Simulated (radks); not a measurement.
The phosphorus ion P3+, 12 electrons, occupied as [Ne] 3s0.5 3p1.5 (fractional occupations, a model configuration).

Calculated with a radial shooting solver on a logarithmic mesh with Libxc functionals: non-relativistic Kohn-Sham, PBE, spin-polarised, spherical densities, point nucleus; open shells are filled with parallel spins first.

Energy parts (hartree):
| part | energy |
|---|---|
| total | -338.39573 |
| kinetic | 338.00771 |
| electron-nucleus | -788.61543 |
| Hartree | 134.18058 |
| exchange-correlation | -21.96860 |

Orbitals (lengths in bohr, moments of r in powers of bohr):
| orbital | occ. | eigenvalue (hartree) | <r^2> | <1/r> |
|---|---|---|---|---|
| 1s up | 1 | -77.88112 | 0.01454 | 14.56 |
| 1s down | 1 | -77.86775 | 0.01454 | 14.57 |
| 2s up | 1 | -7.83576 | 0.3226 | 2.813 |
| 2s down | 1 | -7.81679 | 0.3216 | 2.814 |
| 2p up | 3 | -6.05659 | 0.2933 | 2.714 |
| 2p down | 3 | -6.03450 | 0.2918 | 2.716 |
| 3s up | 0.5 | -1.75473 | 3.136 | 0.8271 |
| 3p up | 1.5 | -1.37686 | 3.782 | 0.7434 |

The highest occupied level is 3p up at -37.466 eV. Spin moment in Bohr magnetons: 2.
